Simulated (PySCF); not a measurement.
Potential energy curve for HI, singlet.

Computed with: UHF/def2-SVP, def2 effective core potentials past Kr (PySCF); RHF/def2-SVP, def2 effective core potentials past Kr (PySCF); UKS-wB97X-V = PySCF with unrestricted wB97X-V/def2-SVP, def2 effective core potentials past Kr; RKS-wB97X-V = restricted wB97X-V/def2-SVP, def2 effective core potentials past Kr run with PySCF 2.14.0; UKS-PBE0 = unrestricted PBE0/def2-SVP, def2 effective core potentials past Kr (PySCF); RKS-PBE0 = restricted PBE0/def2-SVP, def2 effective core potentials past Kr (PySCF); UKS-TPSSh = unrestricted TPSSh/def2-SVP, def2 effective core potentials past Kr run with PySCF; RKS-TPSSh = restricted TPSSh/def2-SVP, def2 effective core potentials past Kr (PySCF).

Scanned distances (Å): 1.21, 1.28, 1.37, 1.46, 1.52, 1.57, 1.61, 1.66, 1.71, 1.78, 1.85, 1.99, 2.15, 2.44, 2.66, 2.90, 3.18, 3.57, 3.94, 4.37, 4.78, 5.64, 6.51.

Question: Where does the unrestricted solution first break spin symmetry (<S²> of 0.01 or more)?

Answer: UHF: between 1.99 and 2.15 Å; UKS-wB97X-V: between 2.15 and 2.44 Å; UKS-PBE0: between 2.15 and 2.44 Å; UKS-TPSSh: between 2.15 and 2.44 Å.

```json
[
 {"R / Å": "1.21", "<S²> UHF": "0.00", "E(RHF) − E(UHF) / eV": "0.000", "<S²> UKS-wB97X-V": "0.00", "E(RKS-wB97X-V) − E(UKS-wB97X-V) / eV": "0.000", "<S²> UKS-PBE0": "0.00", "E(RKS-PBE0) − E(UKS-PBE0) / eV": "0.000", "<S²> UKS-TPSSh": "0.00", "E(RKS-TPSSh) − E(UKS-TPSSh) / eV": "0.000"},
 {"R / Å": "1.28", "<S²> UHF": "0.00", "E(RHF) − E(UHF) / eV": "0.000", "<S²> UKS-wB97X-V": "0.00", "E(RKS-wB97X-V) − E(UKS-wB97X-V) / eV": "0.000", "<S²> UKS-PBE0": "0.00", "E(RKS-PBE0) − E(UKS-PBE0) / eV": "0.000", "<S²> UKS-TPSSh": "0.00", "E(RKS-TPSSh) − E(UKS-TPSSh) / eV": "0.000"},
 {"R / Å": "1.37", "<S²> UHF": "0.00", "E(RHF) − E(UHF) / eV": "0.000", "<S²> UKS-wB97X-V": "0.00", "E(RKS-wB97X-V) − E(UKS-wB97X-V) / eV": "0.000", "<S²> UKS-PBE0": "0.00", "E(RKS-PBE0) − E(UKS-PBE0) / eV": "0.000", "<S²> UKS-TPSSh": "0.00", "E(RKS-TPSSh) − E(UKS-TPSSh) / eV": "0.000"},
 {"R / Å": "1.46", "<S²> UHF": "0.00", "E(RHF) − E(UHF) / eV": "0.000", "<S²> UKS-wB97X-V": "0.00", "E(RKS-wB97X-V) − E(UKS-wB97X-V) / eV": "0.000", "<S²> UKS-PBE0": "0.00", "E(RKS-PBE0) − E(UKS-PBE0) / eV": "0.000", "<S²> UKS-TPSSh": "0.00", "E(RKS-TPSSh) − E(UKS-TPSSh) / eV": "0.000"},
 {"R / Å": "1.52", "<S²> UHF": "0.00", "E(RHF) − E(UHF) / eV": "0.000", "<S²> UKS-wB97X-V": "0.00", "E(RKS-wB97X-V) − E(UKS-wB97X-V) / eV": "0.000", "<S²> UKS-PBE0": "0.00", "E(RKS-PBE0) − E(UKS-PBE0) / eV": "0.000", "<S²> UKS-TPSSh": "0.00", "E(RKS-TPSSh) − E(UKS-TPSSh) / eV": "0.000"},
 {"R / Å": "1.57", "<S²> UHF": "0.00", "E(RHF) − E(UHF) / eV": "0.000", "<S²> UKS-wB97X-V": "0.00", "E(RKS-wB97X-V) − E(UKS-wB97X-V) / eV": "0.000", "<S²> UKS-PBE0": "0.00", "E(RKS-PBE0) − E(UKS-PBE0) / eV": "0.000", "<S²> UKS-TPSSh": "0.00", "E(RKS-TPSSh) − E(UKS-TPSSh) / eV": "0.000"},
 {"R / Å": "1.61", "<S²> UHF": "0.00", "E(RHF) − E(UHF) / eV": "0.000", "<S²> UKS-wB97X-V": "0.00", "E(RKS-wB97X-V) − E(UKS-wB97X-V) / eV": "0.000", "<S²> UKS-PBE0": "0.00", "E(RKS-PBE0) − E(UKS-PBE0) / eV": "0.000", "<S²> UKS-TPSSh": "0.00", "E(RKS-TPSSh) − E(UKS-TPSSh) / eV": "0.000"},
 {"R / Å": "1.66", "<S²> UHF": "0.00", "E(RHF) − E(UHF) / eV": "0.000", "<S²> UKS-wB97X-V": "0.00", "E(RKS-wB97X-V) − E(UKS-wB97X-V) / eV": "0.000", "<S²> UKS-PBE0": "0.00", "E(RKS-PBE0) − E(UKS-PBE0) / eV": "0.000", "<S²> UKS-TPSSh": "0.00", "E(RKS-TPSSh) − E(UKS-TPSSh) / eV": "0.000"},
 {"R / Å": "1.71", "<S²> UHF": "0.00", "E(RHF) − E(UHF) / eV": "0.000", "<S²> UKS-wB97X-V": "0.00", "E(RKS-wB97X-V) − E(UKS-wB97X-V) / eV": "0.000", "<S²> UKS-PBE0": "0.00", "E(RKS-PBE0) − E(UKS-PBE0) / eV": "0.000", "<S²> UKS-TPSSh": "0.00", "E(RKS-TPSSh) − E(UKS-TPSSh) / eV": "0.000"},
 {"R / Å": "1.78", "<S²> UHF": "0.00", "E(RHF) − E(UHF) / eV": "0.000", "<S²> UKS-wB97X-V": "0.00", "E(RKS-wB97X-V) − E(UKS-wB97X-V) / eV": "0.000", "<S²> UKS-PBE0": "0.00", "E(RKS-PBE0) − E(UKS-PBE0) / eV": "0.000", "<S²> UKS-TPSSh": "0.00", "E(RKS-TPSSh) − E(UKS-TPSSh) / eV": "0.000"},
 {"R / Å": "1.85", "<S²> UHF": "0.00", "E(RHF) − E(UHF) / eV": "0.000", "<S²> UKS-wB97X-V": "0.00", "E(RKS-wB97X-V) − E(UKS-wB97X-V) / eV": "0.000", "<S²> UKS-PBE0": "0.00", "E(RKS-PBE0) − E(UKS-PBE0) / eV": "0.000", "<S²> UKS-TPSSh": "0.00", "E(RKS-TPSSh) − E(UKS-TPSSh) / eV": "0.000"},
 {"R / Å": "1.99", "<S²> UHF": "0.00", "E(RHF) − E(UHF) / eV": "0.000", "<S²> UKS-wB97X-V": "0.00", "E(RKS-wB97X-V) − E(UKS-wB97X-V) / eV": "0.000", "<S²> UKS-PBE0": "0.00", "E(RKS-PBE0) − E(UKS-PBE0) / eV": "0.000", "<S²> UKS-TPSSh": "0.00", "E(RKS-TPSSh) − E(UKS-TPSSh) / eV": "0.000"},
 {"R / Å": "2.15", "<S²> UHF": "0.37", "E(RHF) − E(UHF) / eV": "0.140", "<S²> UKS-wB97X-V": "0.00", "E(RKS-wB97X-V) − E(UKS-wB97X-V) / eV": "0.000", "<S²> UKS-PBE0": "0.00", "E(RKS-PBE0) − E(UKS-PBE0) / eV": "0.000", "<S²> UKS-TPSSh": "0.00", "E(RKS-TPSSh) − E(UKS-TPSSh) / eV": "0.000"},
 {"R / Å": "2.44", "<S²> UHF": "0.73", "E(RHF) − E(UHF) / eV": "0.830", "<S²> UKS-wB97X-V": "0.35", "E(RKS-wB97X-V) − E(UKS-wB97X-V) / eV": "0.082", "<S²> UKS-PBE0": "0.22", "E(RKS-PBE0) − E(UKS-PBE0) / eV": "0.023", "<S²> UKS-TPSSh": "0.23", "E(RKS-TPSSh) − E(UKS-TPSSh) / eV": "0.026"},
 {"R / Å": "2.66", "<S²> UHF": "0.86", "E(RHF) − E(UHF) / eV": "1.458", "<S²> UKS-wB97X-V": "0.66", "E(RKS-wB97X-V) − E(UKS-wB97X-V) / eV": "0.415", "<S²> UKS-PBE0": "0.58", "E(RKS-PBE0) − E(UKS-PBE0) / eV": "0.242", "<S²> UKS-TPSSh": "0.49", "E(RKS-TPSSh) − E(UKS-TPSSh) / eV": "0.213"},
 {"R / Å": "2.90", "<S²> UHF": "0.93", "E(RHF) − E(UHF) / eV": "2.119", "<S²> UKS-wB97X-V": "0.83", "E(RKS-wB97X-V) − E(UKS-wB97X-V) / eV": "0.882", "<S²> UKS-PBE0": "0.79", "E(RKS-PBE0) − E(UKS-PBE0) / eV": "0.586", "<S²> UKS-TPSSh": "0.65", "E(RKS-TPSSh) − E(UKS-TPSSh) / eV": "0.469"},
 {"R / Å": "3.18", "<S²> UHF": "0.97", "E(RHF) − E(UHF) / eV": "2.803", "<S²> UKS-wB97X-V": "0.93", "E(RKS-wB97X-V) − E(UKS-wB97X-V) / eV": "1.424", "<S²> UKS-PBE0": "0.90", "E(RKS-PBE0) − E(UKS-PBE0) / eV": "0.990", "<S²> UKS-TPSSh": "0.79", "E(RKS-TPSSh) − E(UKS-TPSSh) / eV": "0.767"},
 {"R / Å": "3.57", "<S²> UHF": "0.99", "E(RHF) − E(UHF) / eV": "3.573", "<S²> UKS-wB97X-V": "0.98", "E(RKS-wB97X-V) − E(UKS-wB97X-V) / eV": "2.076", "<S²> UKS-PBE0": "0.97", "E(RKS-PBE0) − E(UKS-PBE0) / eV": "1.455", "<S²> UKS-TPSSh": "0.91", "E(RKS-TPSSh) − E(UKS-TPSSh) / eV": "1.125"},
 {"R / Å": "3.94", "<S²> UHF": "1.00", "E(RHF) − E(UHF) / eV": "4.127", "<S²> UKS-wB97X-V": "0.99", "E(RKS-wB97X-V) − E(UKS-wB97X-V) / eV": "2.560", "<S²> UKS-PBE0": "0.99", "E(RKS-PBE0) − E(UKS-PBE0) / eV": "1.776", "<S²> UKS-TPSSh": "0.98", "E(RKS-TPSSh) − E(UKS-TPSSh) / eV": "1.391"},
 {"R / Å": "4.37", "<S²> UHF": "1.00", "E(RHF) − E(UHF) / eV": "4.596", "<S²> UKS-wB97X-V": "1.00", "E(RKS-wB97X-V) − E(UKS-wB97X-V) / eV": "2.978", "<S²> UKS-PBE0": "1.00", "E(RKS-PBE0) − E(UKS-PBE0) / eV": "2.026", "<S²> UKS-TPSSh": "1.00", "E(RKS-TPSSh) − E(UKS-TPSSh) / eV": "1.595"},
 {"R / Å": "4.78", "<S²> UHF": "1.01", "E(RHF) − E(UHF) / eV": "4.911", "<S²> UKS-wB97X-V": "1.00", "E(RKS-wB97X-V) − E(UKS-wB97X-V) / eV": "3.263", "<S²> UKS-PBE0": "1.00", "E(RKS-PBE0) − E(UKS-PBE0) / eV": "2.178", "<S²> UKS-TPSSh": "1.00", "E(RKS-TPSSh) − E(UKS-TPSSh) / eV": "1.711"},
 {"R / Å": "5.64", "<S²> UHF": "1.01", "E(RHF) − E(UHF) / eV": "5.314", "<S²> UKS-wB97X-V": "1.00", "E(RKS-wB97X-V) − E(UKS-wB97X-V) / eV": "3.635", "<S²> UKS-PBE0": "1.00", "E(RKS-PBE0) − E(UKS-PBE0) / eV": "2.344", "<S²> UKS-TPSSh": "1.00", "E(RKS-TPSSh) − E(UKS-TPSSh) / eV": "1.829"},
 {"R / Å": "6.51", "<S²> UHF": "1.01", "E(RHF) − E(UHF) / eV": "5.538", "<S²> UKS-wB97X-V": "1.00", "E(RKS-wB97X-V) − E(UKS-wB97X-V) / eV": "3.850", "<S²> UKS-PBE0": "1.00", "E(RKS-PBE0) − E(UKS-PBE0) / eV": "2.418", "<S²> UKS-TPSSh": "1.00", "E(RKS-TPSSh) − E(UKS-TPSSh) / eV": "—"}
]
```

Dashes: no converged value, or the column stops at the first point that the program doubted or that broke a chosen test of continuity, which isn't proof of a fault.
